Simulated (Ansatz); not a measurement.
Consider the ligand exchange at the Sn–C bond: `[SnH3]/[CH]=[C]1\[CH2][AlH]1` + `N[SiH](O)F` → `N[SiH](F)[O][SnH3]` + `C=[C]1[CH2][AlH]1`.

Gas-phase electronic energies from Ansatz, PBE0-D4/def2-TZVP geometries. CCSD(T)/CBS adds triple-zeta CCSD(T) − MP2 to the extrapolated MP2 energy (def2 sets, frozen cores). This one scheme is used for every species. DFT in def2-TZVPP. B3LYP here is the variant with VWN-RPA as its local correlation; programs differ in this. def2 core potentials past Kr. For Sn outer-core shells are correlated without core-valence functions, which leaves a few kJ/mol of doubt a bond. One conformer a species, not always the lowest.

`[SnH3]/[CH]=[C]1\[CH2][AlH]1`:

```xyz
12

Sn    0.418   -0.634    2.010
C    -0.787    0.544    0.698
C    -0.671    0.463   -0.621
C     0.373   -0.277   -1.476
Al   -0.578    1.130   -2.384
H    -0.052   -0.346    3.629
H     0.239   -2.298    1.666
H     2.075   -0.237    1.848
H    -1.523    1.215    1.138
H     0.024   -1.265   -1.800
H     1.393   -0.343   -1.090
H    -0.913    2.049   -3.619
```

`N[SiH](O)F`:

Cartesian coordinates in Å:
```
N -0.400 1.049 0.384
Si -0.158 -0.562 -0.099
O 1.233 -0.710 -0.934
F -0.141 -1.387 1.267
H -0.943 1.260 1.205
H -0.420 1.802 -0.283
H -1.175 -1.187 -0.964
H 2.004 -0.265 -0.577
```

`N[SiH](F)[O][SnH3]`:

Z-matrix (Å, degrees):
```
Si
F 1 1.599
O 1 1.609 2 112.2
N 1 1.710 2 103.7 3 -118.6
Sn 1 3.223 2 104.1 3 -29.5
H 1 1.477 2 106.4 3 117.6
H 4 1.007 1 120.6 2 -175.9
H 4 1.008 1 119.6 2 -31.1
H 5 1.704 1 100.3 2 -142.0
H 5 1.701 1 125.1 2 91.0
H 5 1.701 1 90.8 2 -28.3
```

`C=[C]1[CH2][AlH]1`:

Cartesian coordinates in Å:
```
C -1.186 1.030 -0.437
C -0.137 0.406 0.082
C 0.701 -0.750 -0.496
Al 0.799 -0.530 1.414
H -1.514 0.853 -1.463
H -1.762 1.749 0.137
H 1.622 -0.396 -0.976
H 0.199 -1.479 -1.132
H 1.277 -0.882 2.873
```

(1) Is it downhill or uphill in electronic energy at CCSD(T)/CBS, and by how much? (Best estimate.)

(2) What do these levels give: PBE-D4, PBE0-D4, B3LYP-D4, B2PLYP, HF/def2-TZVPP, CCSD(T)/def2-TZVPP? (Estimate.)

Largest T1 diagnostic among the species: 0.014.

Results:

(1) The calculation gave: Downhill: ΔE = -47.4 kJ/mol.

(2) Ansatz gave: PBE-D4 -40.9, PBE0-D4 -42.1, B3LYP-D4 -50.4, B2PLYP -49.5, HF/def2-TZVPP -64.9, CCSD(T)/def2-TZVPP -44.1 kJ/mol.

In def2-TZVPP, CCSD(T) changes the Hartree–Fock value by +20.8 kJ/mol (the triples alone add +2.7 kJ/mol) and MP2 by +25.9 kJ/mol.
